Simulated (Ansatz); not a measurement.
Reaction (hydrogenolysis of the Si–F bond): `F[SiH](F)N[SiH2]Cl` + H₂ → `F[SiH2]N[SiH2]Cl` + H–F

Program: Ansatz. Geometries: PBE0-D4/def2-TZVP. ΔE: electronic, gas phase. CCSD(T)/CBS adds triple-zeta CCSD(T) − MP2 to the extrapolated MP2 energy (def2 sets, frozen cores). This one scheme is used for every species. DFT in def2-TZVPP. B3LYP here is the variant with VWN-RPA as its local correlation; programs differ in this. One conformer a species, not always the lowest.

```tsv
level	ΔE (kJ/mol)	difference from CCSD(T)/CBS
PBE-D4	128.8	-6.0
r2SCAN-D4	144.9	10.1
PBE0-D4	128.9	-5.9
B3LYP-D4	138.1	3.3
ωB97X-V	136.2	1.4
ωB97M-V	138.5	3.7
B2PLYP	137.2	2.4
PBE	126.6	-8.2
r2SCAN	144.3	9.5
PBE0	126.9	-7.9
B3LYP	134.4	-0.4
HF/def2-TZVPP	137.0	2.2
MP2/def2-TZVPP	137.4	2.6
SCS-MP2/def2-TZVPP	136.5	1.7
CCSD/def2-TZVPP	133.3	-1.5
CCSD(T)/def2-TZVPP	134.1	-0.7
HF/def2-QZVPP	139.0	4.2
MP2/def2-QZVPP	138.4	3.6
SCS-MP2/def2-QZVPP	137.5	2.7
HF/CBS(def2)	139.3	4.5
MP2/CBS(def2)	138.1	3.3
CCSD/CBS(def2)	134.0	-0.8
CCSD(T)/CBS	134.8	0
```

Largest T1 diagnostic among the species: 0.011.

The D4 term adds +3.6 kJ/mol with B3LYP and +1.9 kJ/mol with PBE0; it sums over pairs of atoms, weighted by their polarisabilities, and B3LYP, whose exchange is more repulsive, gets the larger term.

CCSD(T)/CBS has its own doubt, a few kJ/mol and more with outer-core shells, so smaller differences from it don't rank the levels.
